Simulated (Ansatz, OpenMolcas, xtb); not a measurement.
**Isomers of GeSiH5Cl**

2 of its isomers, all singlets with charge 0: A = `Cl[SiH2][GeH3]`; B = `[SiH3][GeH2][Cl]`.

Shapes, held fixed at every level: PBE0-D4/def2-TZVP. Programs: Ansatz 0.2.0, OpenMolcas 26.06, xtb 6.7.1. A level may come from different programs for different species; with the same settings they agree closely.

A:

```xyz
8

Cl   -2.2903    1.2172   -0.3106
Si   -0.4141    0.6026   -0.9069
Ge    0.5815   -0.6622    0.8427
H    -0.5736   -0.2064   -2.1408
H     0.3807    1.8157   -1.2222
H     0.7112    0.2017    2.1061
H     1.9815   -1.1355    0.4156
H    -0.2846   -1.8903    1.1602
```

B:

```xyz
8

Si   -0.8636    0.8273   -0.3025
Ge    0.7383   -0.8820    0.1184
Cl    1.9631   -0.1837    1.7662
H    -1.7449    0.4162   -1.4273
H    -0.1498    2.0787   -0.6589
H    -1.6785    1.0356    0.9202
H     1.7031   -1.1352   -1.0512
H     0.1246   -2.2139    0.5792
```

Electronic energies in kJ/mol, without zero-point or thermal terms.

| level | kind | B − A |
| --- | --- | --- |
| GFN1-xTB | semi-empirical | +36.4 |
| HF/def2-TZVPP | Hartree–Fock | +11.6 |
| PBE-D4/def2-TZVPP | GGA | +18.4 |
| r2SCAN-D4/def2-TZVPP | meta-GGA | +20.0 |
| B3LYP/6-31G* (spherical functions) | global hybrid | +9.3 |
| PBE0-D4/def2-TZVPP | global hybrid | +18.6 |
| CCSD(T)/def2-SVP | coupled cluster or CI | +14.9 |
| CCSD/def2-TZVPP | coupled cluster or CI | +17.2 |
| CCSD(T)/def2-TZVPP | coupled cluster or CI | +17.4 |

The highest level, CCSD(T)/def2-TZVPP, puts A lowest of these. All levels agree on that. The B − A difference spans +9.3 to +36.4 kJ/mol over the levels. Relativity is left out for Ge. Outer-core shells of Ge are correlated, in sets that cover them unevenly.
